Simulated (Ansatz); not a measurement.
Isomers of CH7GeN, B3LYP-D3(BJ)/def2-TZVP minima from an xTB search, which can miss the lowest.
Isomer 1, SMILES [CH3][GeH2][NH2] (charge 0, multiplicity 1):
| atom | x (Å) | y (Å) | z (Å) |
|---|---|---|---|
| C | -1.4568 | 0.2002 | 0.1939 |
| Ge | 0.2591 | -0.4295 | -0.5080 |
| N | 1.5790 | 0.1847 | 0.6471 |
| H | -2.2794 | -0.1607 | -0.4234 |
| H | -1.4820 | 1.2903 | 0.1999 |
| H | -1.5906 | -0.1591 | 1.2134 |
| H | 0.3678 | -1.9665 | -0.4875 |
| H | 0.4362 | 0.0591 | -1.9710 |
| H | 1.6729 | 1.1925 | 0.6633 |
| H | 2.4939 | -0.2109 | 0.4722 |
Isomer 2, SMILES C[NH][GeH3] (charge 0, multiplicity 1):
```xyz
10

C     -1.409     0.090     0.003
N     -0.207    -0.732    -0.078
Ge     1.438     0.109     0.021
H     -1.554     0.774    -0.846
H     -1.373     0.697     0.911
H     -2.295    -0.546     0.077
H     -0.260    -1.393    -0.841
H      1.526     0.756     1.414
H      1.623     1.219    -1.047
H      2.511    -0.975    -0.168
```

Correlated levels freeze the cores. Filled d and f shells under p-block atoms count as core. MP2 and its Hartree–Fock in cc-pVQZ are density fitted.

The values were computed with Ansatz (Gaussian orbitals). 

The energy of isomer 2 above isomer 1 is E(isomer 2) − E(isomer 1). Total energies (hartree):

| level | isomer 2 | isomer 1 |
|---|---|---|
| HF/cc-pVTZ | -2171.8228849 | -2171.8486894 |
| MP2/cc-pVTZ | -2172.3450504 | -2172.3748531 |
| HF/cc-pVQZ | -2171.8339737 | -2171.8598321 |
| MP2/cc-pVQZ | -2172.3904425 | -2172.4207529 |
| CCSD(T)/cc-pVTZ | -2172.4053124 | -2172.4336777 |

Q: Work out the energy of isomer 2 above isomer 1 at the basis-set limit: extrapolate the MP2 correlation part as X⁻³, take Hartree–Fock from the larger set, and add the CCSD(T) − MP2 difference of cc-pVTZ.

A: 
1. Differences (1 hartree = 627.509 kcal/mol): HF/cc-pVTZ 16.193; MP2/cc-pVTZ 18.701; HF/cc-pVQZ 16.226; MP2/cc-pVQZ 19.020; CCSD(T)/cc-pVTZ 17.799.
2. Correlation parts, MP2 less HF: 2.509 in cc-pVTZ (X = 3), 2.794 in cc-pVQZ (X = 4).
3. Limit (4³·(2.794) − 3³·(2.509))/(4³ − 3³) = 3.001; with HF/cc-pVQZ it gives 19.228.
4. CCSD(T) less MP2 in cc-pVTZ: -0.902.
Result: 18.33 kcal/mol, against 18.70 at MP2/cc-pVTZ. It is an estimate of this method's limit, not of the exact value.

Ansatz is a quantum-chemistry and plane-wave program.
